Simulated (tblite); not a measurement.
C₆H₁₂NP.
Numbering: `[NH:1]=[P@:2]12[CH2:3][CH2:4][C@H:5]([CH2:6][CH2:7]1)[CH2:8]2` (hydrogens: H9 on N1; H10, H11 on C3; H12, H13 on C4; H14 on C5; H15, H16 on C6; H17, H18 on C7; H19, H20 on C8)

Computed with GFN2-xTB (tblite): harmonic, unscaled wavenumbers at the GFN2-xTB geometry, gas phase. Against measured fundamentals such values can be off by several per cent, at times by over 20.

Harmonic wavenumbers (cm⁻¹): 105.2, 208.3, 258.0, 273.0, 343.3, 350.5, 382.9, 463.5, 474.9, 639.7, 681.5, 687.3, 762.5, 779.6, 811.4, 824.9, 858.4, 872.3, 915.5, 942.7, 961.8, 1001.8, 1020.1, 1055.1, 1069.0, 1106.1, 1142.5, 1154.8, 1172.6, 1188.4, 1201.5, 1211.1, 1238.9, 1283.9, 1285.1, 1321.3, 1328.4, 1435.2, 1440.4, 1449.7, 1488.9, 1503.3, 2946.1, 2949.9, 2959.8, 2965.4, 2972.0, 2977.4, 2980.0, 2983.4, 2986.1, 2991.3, 2995.0, 3401.1.

A = 2805, B = 1774, C = 1520 MHz; mass 129.071 u (most abundant isotopes); point group C1, symmetry number 1.

**Question.** Zero-point energy?

**Answer.** ½Σν̃ = 37401 cm⁻¹ = 106.94 kcal/mol.

**Question.** Entropy at 200 K, 1 bar (ideal gas, RRHO, classical rotation)?

**Answer.** Translation 38.52, rotation 26.95, vibration 8.91: S = 74.4 cal/(mol K).

**Question.** And Cp and H(200 K) − H(0)?

**Answer.** Cp = 22.86 cal/(mol K), of which vibrations give 14.91 (their classical limit is 54 R = 107.3); H(200 K) − H(0) = 2.75 kcal/mol without the zero-point energy, 1.16 from vibrations.

**Question.** Blend soft modes into free rotors: weight 1/[1 + (100 cm⁻¹/ν̃)⁴] for the oscillator and the rest for a rotor with moment μB/(μ + B), μ = h/(8π²ν), B = 10⁻⁴⁴ kg m². What vibrational entropy results?

**Answer.** 8.88 cal/(mol K) in place of 8.91, which changes −T·S at 200 K by +0.01 kcal/mol.

**Question.** Which modes carry the vibrational entropy at 200 K?

**Answer.** 105.2 cm⁻¹: 2.59; 208.3 cm⁻¹: 1.36; 258.0 cm⁻¹: 1.02; 273.0 cm⁻¹: 0.94; 343.3 cm⁻¹: 0.63; 350.5 cm⁻¹: 0.60 cal/(mol K); the other 48 give 1.77 together.

**Question.** What must be added to the electronic energy to get the Gibbs energy at 200 K and 1 bar?

**Answer.** ZPE + [H(200 K) − H(0)] − T·S = 106.94 + 2.75 − 14.88 = 94.81 kcal/mol.

**Question.** How do the functions run with temperature in this model?

**Answer.** 
| T (K) | S (cal/(mol K)) | Cp (cal/(mol K)) | H − H(0) (kcal/mol) | G − H(0) (kcal/mol) | ln q(vib) |
| --- | --- | --- | --- | --- | --- |
| 150 | 68.6 | 17.8 | 1.74 | -8.55 | 0.89 |
| 250 | 80.1 | 28.6 | 4.03 | -15.99 | 2.34 |
| 298.15 | 85.6 | 34.4 | 5.55 | -19.98 | 3.17 |
| 400 | 97.4 | 46.3 | 9.67 | -29.30 | 5.14 |
| 600 | 119.9 | 64.4 | 20.87 | -51.06 | 9.48 |
| 900 | 149.4 | 81.0 | 42.90 | -91.59 | 16.24 |

q(vib) and H(0) count from the zero-point level.

Hindered rotation and anharmonicity are outside this model. The structure is chiral; the term R ln 2 for an equal mix with its mirror image is left out.
